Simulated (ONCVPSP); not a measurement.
**Building the ONCV potential for Zr (LDA (Perdew-Wang 92), scalar-relativistic).**

ONCVPSP 4.0.1 was run on this input:

```
# ATOM AND REFERENCE CONFIGURATION
# atsym  z   nc   nv     iexc    psfile
  Zr 40.00    6    4  -001012      upf
#
#   n    l    f
    1    0    2.00
    2    0    2.00
    2    1    6.00
    3    0    2.00
    3    1    6.00
    3    2   10.00
    4    0    2.00
    4    1    6.00
    4    2    2.50
    5    0    1.50
#
# PSEUDOPOTENTIAL AND OPTIMIZATION
# lmax
    2
#
#   l,   rc,      ep,       ncon, nbas, qcut
    0    1.70    0.00    4    7    6.10
    1    2.00    0.00    3    6    7.40
    2    1.70    0.00    4    7    5.30
#
# LOCAL POTENTIAL
# lloc, lpopt,  rc(5),   dvloc0
    2    5    1.70    0.00
#
# VANDERBILT-KLEINMAN-BYLANDER PROJECTORs
# l, nproj, debl
    0    2    2.00
    1    2    3.10
    2    0    1.80
#
# MODEL CORE CHARGE
# icmod, fcfact, rcfact
    3    2.75    1.35
#
# LOG DERIVATIVE ANALYSIS
# epsh1, epsh2, depsh
   -3.00    5.00    0.02
#
# OUTPUT GRID
# rlmax, drl
    6.00    0.01
#
# TEST CONFIGURATIONS
# ncnf
    4
# nvcnf
#   n    l    f
    4
    4    0    2.00
    4    1    6.00
    4    2    2.00
    5    0    2.00
#
    4
    4    0    2.00
    4    1    6.00
    4    2    2.00
    5    0    1.00
#
    4
    4    0    2.00
    4    1    6.00
    4    2    2.00
    5    0    0.00
#
    5
    4    0    2.00
    4    1    6.00
    4    2    2.00
    5    0    0.00
    5    1    2.00
#
```

Command:

```bash
oncvpsp.x < Zr.dat > Zr.out
```

The program printed (shortened: citation, most of the input echo, consistency checks and plot data are left out):

```
ONCVPSP  (Optimized Norm-Conservinng Vanderbilt PSeudopotential)
scalar-relativistic version 4.0.1

#   n    l    f        energy (Ha)
    1    0    2.00    -6.5406420E+02
    2    0    2.00    -9.0608311E+01
    2    1    6.00    -8.0860964E+01
    3    0    2.00    -1.4789541E+01
    3    1    6.00    -1.1614471E+01
    3    2   10.00    -6.3850115E+00
    4    0    2.00    -1.9629737E+00
    4    1    6.00    -1.1564010E+00
    4    2    2.50    -1.1217833E-01
    5    0    1.50    -1.5753589E-01

Reference configufation results
  iterations    23
  all-electron total energy (Ha)   -3.59457837D+03

Begin loop to  construct optimized pseudo wave functions
and semi-local pseudopoentials for all angular momenta

Calculating optimized projector #   1

 for l=   0

    Fraction of norm inside rc  0.874076
    Optimizing pswf for qcut=   6.11 a_B^-1,  ecut=  18.66 Ha
    Residual kinetic energy error=  1.23D-04 Ha

    Energy error per electron        Cutoff
         Ha          eV             Ha
         0.01000     0.27211       12.07
         0.00100     0.02721       15.78
         0.00010     0.00272       20.39
         0.00001     0.00027       43.09

Calculating optimized projector #   2

 for l=   0

    Fraction of norm inside rc  0.041554
    Optimizing pswf for qcut=   6.11 a_B^-1,  ecut=  18.66 Ha
    Residual kinetic energy error=  5.10D-05 Ha

    Energy error per electron        Cutoff
         Ha          eV             Ha
         0.01000     0.27211        8.60
         0.00100     0.02721       13.92
         0.00010     0.00272       17.64
         0.00001     0.00027       29.39

   Wellstate for l =  1  n =  6
     eigenvalue =   1.9436
     asymptotic potential =   2.4436
     half-point radius =  3.4908

Calculating optimized projector #   1

 for l=   1

    Fraction of norm inside rc  0.889287
    Optimizing pswf for qcut=   7.40 a_B^-1,  ecut=  27.36 Ha
    Residual kinetic energy error=  1.62D-07 Ha

    Energy error per electron        Cutoff
         Ha          eV             Ha
         0.01000     0.27211        7.35
         0.00100     0.02721        9.59
         0.00010     0.00272       17.56
         0.00001     0.00027       21.75

Calculating optimized projector #   2

 for l=   1

    Fraction of norm inside rc  0.167481
    Optimizing pswf for qcut=   7.40 a_B^-1,  ecut=  27.36 Ha
    Residual kinetic energy error=  4.06D-07 Ha

    Energy error per electron        Cutoff
         Ha          eV             Ha
         0.01000     0.27211        7.68
         0.00100     0.02721       10.83
         0.00010     0.00272       20.44
         0.00001     0.00027       23.77

Calculating optimized projector #   1

 for l=   2

    Fraction of norm inside rc  0.322047
    Optimizing pswf for qcut=   5.30 a_B^-1,  ecut=  14.03 Ha
    Residual kinetic energy error=  1.42D-03 Ha

    Energy error per electron        Cutoff
         Ha          eV             Ha
         0.01000     0.27211       10.48
         0.00100     0.02721       14.77
         0.00010     0.00272       47.62
         0.00001     0.00027       59.62

Construct Vanderbilt / Kleinmman-Bylander projectors

B matrix Hermiticity error, ll=   0
   1   2    1.3698E-04

  Orthonormal projector coefficients  3.7672E+01  2.6218E+00

B matrix Hermiticity error, ll=   1
   1   2   -3.0278E-04

  Orthonormal projector coefficients  3.8697E+00  1.1006E+00

Model core correction analysis
  based on d2Exc/dn_idn_j

d2excae - all-electron derivatives

   -3.079441D-02   -2.762351D-02   -1.279970D-02   -2.256013D-03
   -2.762368D-02   -2.638606D-02   -1.475377D-02   -3.195369D-03
   -1.279989D-02   -1.475381D-02   -1.716294D-02   -1.315067D-02
   -2.256005D-03   -3.195160D-03   -1.314658D-02   -2.385893D-02

d2excps - pseudofunction derivatives with no core correction

   -3.928228D-02   -3.367670D-02   -1.439718D-02   -3.011914D-03
   -3.367738D-02   -3.086653D-02   -1.607110D-02   -3.719761D-03
   -1.439758D-02   -1.607124D-02   -1.771887D-02   -1.325325D-02
   -3.012046D-03   -3.719595D-03   -1.324917D-02   -2.392678D-02

rms 2nd derivative error    3.316720E-03

rmatch, rhocmatch    0.8344    7.8479

Teter function model core charge with specified parameters

d2excps - pseudofunction derivatives with core correction

   -3.284284D-02   -2.935789D-02   -1.348894D-02   -2.471897D-03
   -2.935807D-02   -2.780607D-02   -1.537541D-02   -3.372068D-03
   -1.348915D-02   -1.537547D-02   -1.752830D-02   -1.318864D-02
   -2.471895D-03   -3.371863D-03   -1.318456D-02   -2.387898D-02

rms 2nd derivative error    9.435343E-04

Pseudoatom total energy  -47.314419

Diagnostic tests using Vanderbilt-Kleinman-Bylander pseudopotentials
  1 or more projectors used as specified by nproj input data

   l    rcore       rmatch      e in        delta e   norm test  slope test

   0   1.7002779   1.7519020  -1.9629737   0.0000005   1.0000653   1.0000694
   0   1.7002779   1.7519020  -0.1575359   0.0000032   1.0000509   1.0000423

   1   2.0103116   2.0713490  -1.1564010  -0.0000024   1.0000527   1.0000568
   1   2.0103116   2.0713490   1.9435990   0.0000576   1.0002143   1.0002143

   2   1.7002779   1.7519020  -0.1121783   0.0000032   1.0000062   0.9999816

 Testing for bound ghosts
   n   l    E NL Schr. Eq   E Basis Diag.   E Cutoff

   1   0       -1.962973       -1.962964     65.52
   2   0       -0.157533       -0.063156     65.52

   2   1       -1.156403       -1.156160     38.54

 Testing for highly-localized positive-energy ghosts
       l    <radius>/rc     E Basis Diag.   E Cutoff

       0        0.804896       34.741123     65.52  WARNING - GHOST(+)

       0        0.798513       55.548331     65.52  WARNING - GHOST(+)

Test configuration 0

   n   l     f        eae           eps        diff
   1   0  2.0000 -654.06419960
   2   0  2.0000  -90.60831095
   2   1  6.0000  -80.86096444
   3   0  2.0000  -14.78954057
   3   1  6.0000  -11.61447088
   3   2 10.0000   -6.38501145
   4   0  2.0000   -1.96297369   -1.96297323    4.62D-07
   4   1  6.0000   -1.15640103   -1.15640346   -2.43D-06
   4   2  2.5000   -0.11217833   -0.11217512    3.21D-06
   5   0  1.5000   -0.15753589   -0.15753268    3.21D-06

    Total energies and differences
      AE_ref= -3.59457837D+03  AE_tst= -3.59457837D+03  dif=  0.00D+00
      PS_ref= -4.73144195D+01  PS_tst= -4.73144195D+01  dif=  1.42D-14
      PSP excitation error= -1.42D-14

Test configuration 1

   n   l     f        eae           eps        diff
   1   0  2.0000 -654.10519733
   2   0  2.0000  -90.65282610
   2   1  6.0000  -80.90519352
   3   0  2.0000  -14.83316538
   3   1  6.0000  -11.65810626
   3   2 10.0000   -6.42892366
   4   0  2.0000   -2.00350249   -2.00298079    5.22D-04
   4   1  6.0000   -1.19454695   -1.19430922    2.38D-04
   4   2  2.0000   -0.13725284   -0.13728534   -3.25D-05
   5   0  2.0000   -0.16864333   -0.16862033    2.30D-05

    Total energies and differences
      AE_ref= -3.59457837D+03  AE_tst= -3.59459763D+03  dif= -1.93D-02
      PS_ref= -4.73144195D+01  PS_tst= -4.73337014D+01  dif= -1.93D-02
      PSP excitation error=  2.20D-05

Test configuration 2

   n   l     f        eae           eps        diff
   1   0  2.0000 -654.35617814
   2   0  2.0000  -90.90154321
   2   1  6.0000  -81.15407277
   3   0  2.0000  -15.08208349
   3   1  6.0000  -11.90700240
   3   2 10.0000   -6.67765692
   4   0  2.0000   -2.25177581   -2.25164398    1.32D-04
   4   1  6.0000   -1.44262564   -1.44257014    5.55D-05
   4   2  2.0000   -0.37430627   -0.37429649    9.78D-06
   5   0  1.0000   -0.37544744   -0.37544122    6.22D-06

    Total energies and differences
      AE_ref= -3.59457837D+03  AE_tst= -3.59432771D+03  dif=  2.51D-01
      PS_ref= -4.73144195D+01  PS_tst= -4.70637570D+01  dif=  2.51D-01
      PSP excitation error=  2.46D-06

Test configuration 3

   n   l     f        eae           eps        diff
   1   0  2.0000 -654.65007928
   2   0  2.0000  -91.19234497
   2   1  6.0000  -81.44509034
   3   0  2.0000  -15.37278072
   3   1  6.0000  -12.19765936
   3   2 10.0000   -6.96810935
   4   0  2.0000   -2.53972503   -2.54016946   -4.44D-04
   4   1  6.0000   -1.72935106   -1.72958018   -2.29D-04
   4   2  2.0000   -0.64352313   -0.64346507    5.81D-05

    Total energies and differences
      AE_ref= -3.59457837D+03  AE_tst= -3.59384135D+03  dif=  7.37D-01
      PS_ref= -4.73144195D+01  PS_tst= -4.65773131D+01  dif=  7.37D-01
      PSP excitation error= -7.91D-05

Test configuration 4

   n   l     f        eae           eps        diff
   1   0  2.0000 -654.19414180
   2   0  2.0000  -90.74037381
   2   1  6.0000  -80.99268271
   3   0  2.0000  -14.92140001
   3   1  6.0000  -11.74629032
   3   2 10.0000   -6.51696502
   4   0  2.0000   -2.09110468   -2.09105557    4.91D-05
   4   1  6.0000   -1.28142174   -1.28140732    1.44D-05
   4   2  2.0000   -0.21175944   -0.21178573   -2.63D-05
   5   1  2.0000   -0.09604265   -0.09603173    1.09D-05

    Total energies and differences
      AE_ref= -3.59457837D+03  AE_tst= -3.59436277D+03  dif=  2.16D-01
      PS_ref= -4.73144195D+01  PS_tst= -4.70987678D+01  dif=  2.16D-01
      PSP excitation error= -5.08D-05
```

The run took about 4.1 s on one core of a shared server CPU.
